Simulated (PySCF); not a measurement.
Vertical excitations of a molecule C2H8FNSi from TDA-PBE/def2-SVPD (PySCF), as energy in eV (oscillator strength): 5.05 (0.007), 5.57 (0.021), 6.34 (0.011), 6.42 (0.017), 6.87 (0.001), 6.95 (0.002), 7.07 (0.040), 7.15 (0.046), 7.34 (0.012), 7.45 (0.011). Lowest triplet (TDA): 4.92 eV. Coordinates come from a PBE0-D3(BJ)/def2-SVP optimisation. The values are those of a single conformer.

Pick the molecule that these values belong to.
A. NC[SiH2]CF
B. CN[Si@H](C)F
C. CN(C)[SiH2]F
D. C[C@@H](N)[SiH2]F

D, C[C@@H](N)[SiH2]F
